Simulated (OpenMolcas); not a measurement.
Nb2+ among 8 point charges of -1.2 e arranged as a cube (Oh), 2.15 Å from the ion.
```
   1.2413    1.2413    1.2413  -1.20
   1.2413    1.2413   -1.2413  -1.20
   1.2413   -1.2413    1.2413  -1.20
   1.2413   -1.2413   -1.2413  -1.20
  -1.2413    1.2413    1.2413  -1.20
  -1.2413    1.2413   -1.2413  -1.20
  -1.2413   -1.2413    1.2413  -1.20
  -1.2413   -1.2413   -1.2413  -1.20
```

* Program: OpenMolcas 26.06
* Method: SS-CASPT2, IPEA 0.25 Eh, imaginary shift 0.1 Eh (closed shells correlated: 4s 4p)
* Basis: ANO-RCC-VDZP [6s5p3d1f]
* Scalar Hamiltonian: DKH2, point nucleus
* Active space: 3 electrons in 5 orbitals (4d)
* State averaging: 2S+1 = 4 even, 10 roots; 2S+1 = 2 even, 40 roots
* Spin-orbit coupling: RASSI with atomic mean-field integrals over the reference wave functions

Problem. What is the spin-free ground state (labels of O, the rotations of Oh)?

Solution. 4T1, 3-fold in its orbital part, 94 % from free-ion F terms; it has the highest spin that d3 allows.

Problem. Where is the first state of the same spin?

Solution. 4T2 at 10600 cm-1 above the ground state.

Problem. What are the lowest two levels with spin-orbit coupling?

Solution. A 4-fold level Γ8, then a 2-fold level Γ7 480 cm-1 above it. Their leading multiplicities are 4 (65 %) and 4 (100 %).

Problem. What is χT at 300 K?

Solution. 0.69 cm3 K/mol.

Roots that are degenerate in the reference are averaged as groups; the widest CASPT2 spread within a group is 350 cm-1 (the 3-fold group of multiplicity 2 near 9180 cm-1 above the lowest state of its run). Shifts and gaps below about the spread of the groups concerned are not significant. Spin-orbit coupling mixes the spin-free states strongly: the lowest level takes only 65 % from its leading state, 4T1. This shell can be high or low spin here, a state of another spin lies low, and with metal d orbitals alone active their balance is uncertain, so the ground spin may be wrong. Point charges give a weaker field than real ligands, and real ions of this kind are as a rule low spin; the high spin found here belongs to the model. Free-ion shares, where given, are those of the reference states; single-state CASPT2 does not remix them. This is an electrostatic model: the charges have no orbitals. No measured value stands beside these numbers.
